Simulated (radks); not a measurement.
Problem. All-electron atom: the iridium ion Ir2+ in [Xe] 4f14 5d7. Calculated with a radial shooting solver on a logarithmic mesh with Libxc functionals: Dirac Kohn-Sham, PBEsol, spin-unpolarised, spherical densities, finite nucleus; open shells are shared between the two j in proportion to 2j + 1; Fermi nuclear charge, rms radius 5.4032 fm.

Spin-orbit splittings of the eigenvalues, e(l+1/2) - e(l-1/2), with zeta = 2 splitting/(2l+1) and mean radii in bohr:

| shell | occ. | splitting (eV) | zeta (eV) | <r> j=l-1/2 | <r> j=l+1/2 |
|---|---|---|---|---|---|
| 2p | 6 | 1627 | 1084 | 0.06018 | 0.06849 |
| 3p | 6 | 356.1 | 237.4 | 0.1801 | 0.1954 |
| 3d | 10 | ? | ? | 0.1705 | 0.1752 |
| 4p | 6 | 84.32 | 56.21 | 0.4267 | 0.4605 |
| 4d | 10 | 15.65 | 6.262 | 0.4720 | 0.4833 |
| 4f | 14 | 3.121 | 0.8916 | 0.5315 | 0.5392 |
| 5p | 6 | 13.62 | 9.080 | 1.065 | 1.163 |
| 5d | 7 | 1.323 | 0.5291 | 1.591 | 1.646 |

Estimate the 3d splitting.

Solution. 76.99 eV (zeta = 30.79 eV).
